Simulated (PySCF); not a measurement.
**Shapes and spin states of CoO₃⁻**

Level of theory: B3LYP in PySCF with Co def2-SVPD, O def2-SVPD; no relativity; density-fitted integrals.

Relaxations began from a few typed shapes and spin states; open shells are unrestricted. The search is not exhaustive: other isomers or separated fragments can lie lower, and high-lying points may rest on an excited occupation.

```tsv
spin	group	bonds	angles	imaginary modes (cm⁻¹)	ΔE (kJ/mol)	ΔE with ZPE (kJ/mol)
triplet	D3h	Co–O 1.611 Å (×3)	O–Co–O 120.0° (×3)	none	0.0	0.0
quintet	Cs	Co–O 1.655 Å, Co–O 1.693 Å, Co–O 1.703 Å	O–Co–O 91.3°, O–Co–O 130.9°, O–Co–O 137.9°	none	72.2	67.2
triplet	C2v	Co–O 1.664 Å, Co–O 1.826 Å (×2), O–O 1.409 Å	Co–O–O 67.3° (×2), O–Co–O 45.4°, O–Co–O 157.3° (×2)	none	75.1	72.3
quintet	C2v	Co–O 1.679 Å (×2), Co–O 1.690 Å	O–Co–O 106.3° (×2), O–Co–O 147.4°	164i	76.1	–
singlet (closed shell, unstable to spin polarisation)	C2v	Co–O 1.585 Å, Co–O 1.627 Å (×2)	O–Co–O 111.6°, O–Co–O 124.2° (×2)	none	121.2	120.1
singlet	C2v	Co–O 1.586 Å, Co–O 1.627 Å (×2)	O–Co–O 111.6°, O–Co–O 124.2° (×2)	none	121.5	119.6
singlet (closed shell, unstable to spin polarisation)	C2v	Co–O 1.598 Å (×2), Co–O 1.645 Å	O–Co–O 115.4° (×2), O–Co–O 129.1°	580i	124.0	–
```

The lowest minimum found is the triplet D3h: Co–O 1.611 Å (×3); O–Co–O 120.0° (×3).

Formally Co is in oxidation state +5, d4, with 2 unpaired electrons (the high-spin count would be 4). The Mulliken spin on Co is 1.17. The polar-tensor charge on Co, 0.97, is far below the formal one.

For the lowest minimum: other spin states or occupations of the open shell can lie lower. The lowest empty level of this anion is unbound, so it and the gap depend on the basis.
